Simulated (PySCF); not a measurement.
**Ionisation energy of Tm²⁺ by level of theory**

Tm²⁺ [Xe] 4f13 (2F) → Tm³⁺ [Xe] 4f12 (high-spin determinant), as a difference of total energies. Computed with PySCF 2.14 in cc-pVTZ-X2C, with the spin-free X2C one-electron Hamiltonian (Gaussian nucleus). Correlated levels: valence: [Kr] 4d10 frozen. The calculations carry no spin-orbit coupling.

```csv
method,ionisation energy (eV)
UHF,19.469
MP2 (valence),25.302
SCS-MP2 (valence),24.513
CCSD (valence),23.218
CCSD(T) (valence),23.659
```

Q: How much does correlation contribute at CCSD(T) (valence)?

A: 23.659 − (19.469) = 4.190 eV, measured against UHF.

A first-order spin-orbit estimate (lowest level to lowest level, LS coupling) adds -0.393 eV.

The determinant of Tm³⁺ mixes LS terms, which raises its energy above the lowest term, most at the Hartree-Fock and MP2 levels.

For comparison: 23.66 ± 0.03 eV (semi-empirical (NIST evaluation); NIST Atomic Spectra Database, ionization energies).
